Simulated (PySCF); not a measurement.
PySCF input file for Ge(F)(SH)3 (FGeH₃S₃), SMILES [F][Ge]([SH])([SH])[SH], C-PCM-PBE0/def2-SVP. Coordinates come from a B3LYP-D3(BJ)/def2-SVP optimisation. This is a generated structure with no PubChem entry under its InChIKey; it may be hypothetical. The values are those of a single conformer.

```python
import numpy as np
from pyscf import gto, scf, dft
from pyscf.solvent import pcm

mol = gto.M(
    atom='''
    F    -1.43722988    1.17500125    0.54247275
    Ge   -0.13596026    0.11101494    0.05136699
    S    -0.80702257   -1.00576667   -1.74529557
    S     1.63688014    1.36414223   -0.40915113
    S     0.29054998   -1.27521052    1.73109739
    H    -1.97245214   -1.38234668   -1.16529683
    H     0.93234808    2.19211141   -1.21816412
    H     0.39938044   -0.26789492    2.63105131
    ''',
    basis='def2-SVP',
    charge=0,
    spin=0,
    max_memory=1600,
    verbose=3,
)
mf = dft.RKS(mol, xc='pbe0').density_fit(auxbasis='def2-universal-jkfit')
mf.grids.level = 3
mf.conv_tol = 1e-9
mf.max_cycle = 100
mf.kernel()
res = {}
for name, eps in {'water': 78.355, 'N,N-dimethylformamide': 37.219, 'chloroform': 4.7113}.items():
    s = mf.PCM()
    s.with_solvent.method, s.with_solvent.eps, s.with_solvent.lebedev_order = 'C-PCM', eps, 29
    s.kernel(mf.make_rdm1())
    res[name] = (s.e_tot, eps, s.dip_moment(), s.mo_energy, s.converged)
    print(f'{name}: electrostatic solvation free energy {(s.e_tot - mf.e_tot) * 627.509474:.3f} kcal/mol')
```

Output:

```
converged SCF energy = -3371.86234554762

WARN: PCM is an experimental feature. It is still in testing.
Features and APIs may be changed in the future.

converged SCF energy = -3371.87286659289
Dipole moment(X, Y, Z, Debye): -0.38510,  0.33606,  0.15367
water: electrostatic solvation free energy -6.602 kcal/mol

WARN: PCM is an experimental feature. It is still in testing.
Features and APIs may be changed in the future.

converged SCF energy = -3371.8726986915
Dipole moment(X, Y, Z, Debye): -0.38075,  0.33236,  0.15194
N,N-dimethylformamide: electrostatic solvation free energy -6.497 kcal/mol

WARN: PCM is an experimental feature. It is still in testing.
Features and APIs may be changed in the future.

converged SCF energy = -3371.8705451517
Dipole moment(X, Y, Z, Debye): -0.32771,  0.28718,  0.13091
chloroform: electrostatic solvation free energy -5.145 kcal/mol
```

Self-consistency was reached.
